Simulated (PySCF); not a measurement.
# Ionisation energy of Sb³⁶⁺ by level of theory

Sb³⁶⁺ [Ne] 3s2 3p3 [3p1/2^2 3p3/2^1, M_J = 3/2] → Sb³⁷⁺ [Ne] 3s2 3p2 [3p1/2^2, M_J = 0], as a difference of total energies. Calculation: PySCF 2.14, in an even-tempered Gaussian basis (19 s from 7 bohr⁻², ratio 2.4; 14 p from 9 bohr⁻², ratio 2.4; 4 d from 33 bohr⁻², ratio 2.6; 4 f from 50 bohr⁻², ratio 2.6); the two-component X2C-1e Hamiltonian. Correlated levels: 1s2 frozen; the 56 highest virtual spinors dropped. "Screened" scales the spin-orbit matrix elements by Boettger's factors to mimic the two-electron term; Breit and QED terms are absent.

```tsv
method	ionisation energy (eV)
GHF (spin-free)	2458.1
GMP2 (spin-free)	2458.5
GHF (screened spin-orbit)	2429.3
GMP2 (screened spin-orbit)	2429.6
```

Breit and QED terms and the two-electron picture change are absent.

The spin-free rows relax to the high-spin LS determinant and lack the spin-orbit shift.

The labels give the starting determinants; with spin-orbit coupling the two ends relaxed to ⟨J²⟩ = 3.75, ⟨L²⟩ = 2.19, ⟨S²⟩ = 1.69 and ⟨J²⟩ = 0.00, ⟨L²⟩ = 1.34, ⟨S²⟩ = 1.34.

For comparison: 2428 ± 5 eV (theoretical estimate listed by NIST; NIST Atomic Spectra Database, ionization energies).
